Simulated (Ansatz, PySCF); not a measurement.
Lewis adduct: AlH3 (SMILES [AlH3]) (first 4 atoms) with H2O (SMILES O); geometry from B3LYP-D3(BJ)/def2-TZVP.
(charge 0, multiplicity 1):
```xyz
7

Al    -0.02131     0.21827     0.32569
H      0.60330    -0.93481    -0.56573
H     -1.60833     0.38573     0.33738
H      0.86874     1.50996     0.61919
O      0.11131    -0.54712     2.21663
H     -0.75374    -0.64871     2.63425
H      0.65940    -0.00250     2.79630
```

Counterpoise-corrected where a basis set is named; no monomer relaxation.

The values were computed with Ansatz (an electronic-structure program) with Gaussian orbitals; PySCF for the dispersion terms. Each number belongs to the level named beside it.

Problem. One of these levels gives -21.17 kcal/mol for the interaction energy. Name it.
A) r2SCAN-D4/def2-TZVPPD
B) HF/aug-cc-pV(T+d)Z
C) revPBE/def2-TZVPPD

Solution. B, HF/aug-cc-pV(T+d)Z. The others give -17.93 (revPBE/def2-TZVPPD), -24.69 (r2SCAN-D4/def2-TZVPPD)
